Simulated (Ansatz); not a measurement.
```yaml
crystal:
  periodic: [false, false, false]
  atoms:
    - {symbol: O, position_ang: [-1.478945, 0.890096, 1.235635]}
    - {symbol: Zr, position_ang: [-0.058461, 0.094347, -0.476816]}
    - {symbol: O, position_ang: [1.682641, -1.220004, 0.431184]}
    - {symbol: Br, position_ang: [-1.741931, -1.672721, -2.458254]}
    - {symbol: Br, position_ang: [1.198581, 2.551446, -1.981864]}
    - {symbol: H, position_ang: [-2.090853, 1.206662, 2.207988]}
    - {symbol: H, position_ang: [2.488980, -1.849838, 1.042114]}
basis:
  gaussian: {orbitals: cc-pVTZ-PP}
magnetization: {spin_polarized: true, initial_magnetization: 2}
hamiltonian: {xc: {name: PBE-QIDH}}
output: {forces: true}
```

```sh
$ ansatz run in.yaml --threads 4 --pin off --events-out ev --progress --plain --max-ram 11315MiB
```

Problem. How does Ansatz answer? (Best estimate.)

Solution. Computed: The input was rejected before any iteration.
```
Functional definition: PBE-QIDH
Error: <dir> the basis set cc-pVTZ-PP has no functions for O
```
